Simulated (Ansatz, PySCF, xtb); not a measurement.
Noncovalent pair: C2H4Si (SMILES C#C[SiH3]) (first 7 atoms) with H2O (SMILES O); geometry from B3LYP-D3(BJ)/def2-TZVP, rigid monomers moved along the line of their centres of mass till C2···H10 is 2.15 Å.
(charge 0, multiplicity 1):
```xyz
10

C     -1.51546     1.37846     0.75123
C     -0.56332     0.70776     0.43584
Si     0.87950    -0.31372    -0.05537
H     -2.35655     1.97345     1.01764
H      0.53574    -1.74234     0.06396
H      1.20315     0.01138    -1.46204
H      2.02923     0.02807     0.80506
O     -0.04593    -0.70887     2.92465
H      0.53925    -0.06214     3.33256
H     -0.65850    -0.18567     2.39201
```

Monomers are frozen at their geometry in the pair; levels with a basis set take the counterpoise correction. Rows marked so take none.

Rows in 3-21G carry no dispersion term and start afresh at each structure.

Run with Ansatz (a program for electronic structure); PySCF for 3-21G rows, the dispersion terms; xtb for the GFN methods. Each number belongs to the level named beside it.

One of these levels gives -0.58 kcal/mol for the interaction energy. Which one is it?
A. PBE-D3(BJ)/def2-TZVPPD
B. B3LYP-D4/def2-TZVPPD
C. B3LYP/3-21G (no counterpoise)
D. GFN-FF

D, GFN-FF. The others give -3.08 (PBE-D3(BJ)/def2-TZVPPD), -10.74 (B3LYP/3-21G (no counterpoise)), -2.25 (B3LYP-D4/def2-TZVPPD)
